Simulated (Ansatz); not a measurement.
A run for Ansatz (a program for electronic structure): R-r2SCAN/def2-TZVPP on CHCl (SMILES [CH]Cl), atoms moved off the minimum.

Ansatz 0.2 input:
```yaml
crystal:
  periodic: [false, false, false]
  atoms:
    - {symbol: C, position_ang: [-1.07739076, 0.58998954, 0.09482549]}
    - {symbol: Cl, position_ang: [0.51838831, -0.11382879, -0.08734684]}
    - {symbol: H, position_ang: [-1.64595489, -0.39589631, -0.02424745]}
basis:
  gaussian:
    orbitals: def2-TZVPP
hamiltonian:
  xc: {name: r2SCAN}
scf: {lower_state_search: off}
output: {forces: true}
```

Q: What total energy does the run end on?

A: -498.7349 hartree.
